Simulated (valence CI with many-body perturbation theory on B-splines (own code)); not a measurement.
The numbers below are computed, except where a source is named.
## Nb26+: magnetic and hyperfine properties of the levels

Method: valence CI with perturbative core correlation (CI+MBPT): five valence electrons over a frozen Dirac-Fock core [Ne], radial functions for each j: 11 s, 11 p, 10 d, 8 f, 5 g, 2 h, with the one-electron correlation potential Σ1 (screened to all orders), the two-electron term Σ2, the three-electron term Σ3, Breit, model QED; selected single and double excitations, second order for the rest, scaled by the run's own slope (own B-spline code, finite nucleus).

No measured spectrum was set against this ion. As an estimate, large intervals hold to a few tenths of a per cent, small ones and those within an open d or f shell to about a per cent. Among the levels kept, up to 3700 cm⁻¹ of a level comes from second order outside the variational space, and about a tenth of that is noise between levels of different J, which matters for small intervals.

A/g_I is the dipole constant over the nuclear g factor μ/I (μ in nuclear magnetons, uniformly magnetised nucleus), B/Q the quadrupole constant per barn. Both hold the static response of the core; the bare values leave it out. Large factors of s and p1/2 electrons are usually good to 5 to 10 %; those of open d and f shells near neutrality can be off by tens of per cent, and small factors of p3/2, d and f electrons come from cancelling terms and can be off by a factor of two or in sign, in half-filled shells by more. B is blank for J = 1/2, where it vanishes, and for nearly pure S terms. Energies count from the lowest level.

Names give the largest LS component (configuration and term), which can be under half, so a name can repeat, a term be missing and a line seem to break the LS rules; names also repeat where a configuration has a term twice. Letters in brackets count levels of one name in rising energy.

| Level | E (eV) | g | A/g_I (MHz) | A/g_I bare | B/Q (MHz/b) | B/Q bare |
| --- | --- | --- | --- | --- | --- | --- |
| 3s2 3p3 4S°_3/2 | 0.00 | 1.574 | 19500 | 19900 | 29300 | 28600 |
| 3s2 3p3 2D°_3/2 | 17.24 | 1.301 | 7080 | 7490 | 23800 | 23200 |
| 3s2 3p3 2D°_5/2 | 22.40 | 1.197 | 49900 | 48900 | -173 | -166 |
| 3s2 3p3 2P°_1/2 | 29.28 | 0.662 | 146000 | 141000 |  |  |
| 3s2 3p3 2P°_3/2 | 46.13 | 1.251 | 27400 | 27100 | -53200 | -51900 |
| 3s 3p4 4P_5/2 | 84.60 | 1.543 | 102000 | 99900 | 25400 | 24800 |
| 3s 3p4 4P_3/2 [a] | 94.52 | 1.399 | 9920 | 10900 | -32400 | -31500 |
| 3s 3p4 4P_1/2 | 97.08 | 2.475 | 306000 | 297000 |  |  |
| 3s 3p4 4P_3/2 [b] | 104.61 | 1.085 | 51400 | 50300 | -14900 | -14300 |
| 3s 3p4 2D_3/2 | 111.06 | 0.819 | 751 | 1170 | -16300 | -15600 |
| 3s 3p4 2D_5/2 | 112.12 | 1.203 | 78700 | 76600 | -47700 | -46200 |
| 3s2 3p2 3d 4D_5/2 [a] | 114.49 | 1.197 | 40200 | 39600 | -808 | -357 |
| 3s2 3p2 3d 2P_3/2 [a] | 117.97 | 1.076 | 24400 | 24500 | -14000 | -13600 |
| 3s2 3p2 3d 4D_1/2 [a] | 119.02 | 0.822 | 47900 | 47000 |  |  |
| 3s2 3p2 3d 2F_5/2 | 121.78 | 0.937 | 39500 | 38700 | -16800 | -16000 |
| 3s2 3p2 3d 4F_7/2 | 124.82 | 1.182 | 22700 | 22700 | 10700 | 11000 |
| 3s2 3p2 3d 4D_7/2 | 126.41 | 1.268 | 9420 | 9970 | 46600 | 45800 |
| 3s2 3p2 3d 4D_1/2 [b] | 126.88 | 0.722 | 76200 | 73600 |  |  |
| 3s2 3p2 3d 4D_3/2 | 129.23 | 1.127 | 4990 | 5730 | -20700 | -20200 |
| 3s2 3p2 3d 4F_9/2 | 130.71 | 1.255 | 24800 | 24800 | 8900 | 9450 |
| 3s2 3p2 3d 4D_5/2 [b] | 132.81 | 1.207 | 24700 | 24700 | -20200 | -19500 |
| 3s2 3p2 3d 2P_1/2 [a] | 140.29 | 1.351 | 173000 | 167000 |  |  |
| 3s 3p4 2P_3/2 | 140.31 | 1.176 | -10600 | -9320 | 14400 | 14100 |
| 3s2 3p2 3d 2G_7/2 | 140.32 | 1.041 | 29300 | 28900 | 42700 | 42200 |
| 3s2 3p2 3d 4P_5/2 | 141.19 | 1.438 | 18700 | 19200 | 2000 | 1890 |
| 3s2 3p2 3d 4P_3/2 | 143.92 | 1.510 | 33500 | 33600 | -9880 | -9860 |
| 3s2 3p2 3d 4P_1/2 | 144.33 | 2.039 | 124000 | 121000 |  |  |
| 3s2 3p2 3d 2D_3/2 [a] | 147.94 | 0.914 | 31700 | 31200 | 17400 | 17100 |
| 3s2 3p2 3d 2F_7/2 [a] | 149.06 | 1.216 | 15000 | 15200 | 16900 | 16900 |
| 3s2 3p2 3d 2D_5/2 [a] | 150.85 | 1.083 | 7510 | 7870 | 34300 | 34000 |
| 3s2 3p2 3d 2G_9/2 | 152.12 | 1.184 | 17100 | 17200 | 58800 | 58000 |
| 3s2 3p2 3d 2P_1/2 [b] | 156.41 | 1.062 | -24400 | -22900 |  |  |
| 3s2 3p2 3d 2P_1/2 [c] | 157.76 | 1.092 | 10500 | 9950 |  |  |
| 3s2 3p2 3d 2D_3/2 [b] | 160.19 | 1.061 | 17100 | 17100 | -16700 | -16500 |
| 3s2 3p2 3d 2D_5/2 [b] | 160.44 | 1.172 | 35700 | 35200 | -21600 | -21100 |
| 3s2 3p2 3d 2F_7/2 [b] | 165.03 | 1.121 | 22700 | 22700 | -3190 | -2510 |
| 3s2 3p2 3d 2D_5/2 [c] | 165.96 | 1.203 | 9250 | 9740 | 63500 | 62400 |
| 3s2 3p2 3d 2P_3/2 [b] | 169.41 | 1.151 | 13400 | 14000 | -4070 | -3780 |
| 3s2 3p2 3d 2S_1/2 | 173.40 | 1.752 | 167000 | 162000 |  |  |
| 3s2 3p2 3d 2D_3/2 [c] | 176.00 | 0.917 | 13200 | 13400 | 13400 | 13300 |

Take the isotope of mass number 93, with I = 9/2, μ = 6.163 μN and Q = -0.32 b. What is the hyperfine structure of 3s 3p4 4P_3/2 [a]?

From the table A = 13600 MHz, B = 10400 MHz. Shifts from the centre of gravity in MHz: F = 3: -107000, F = 4: -60000, F = 5: 5870, F = 6: 94400.
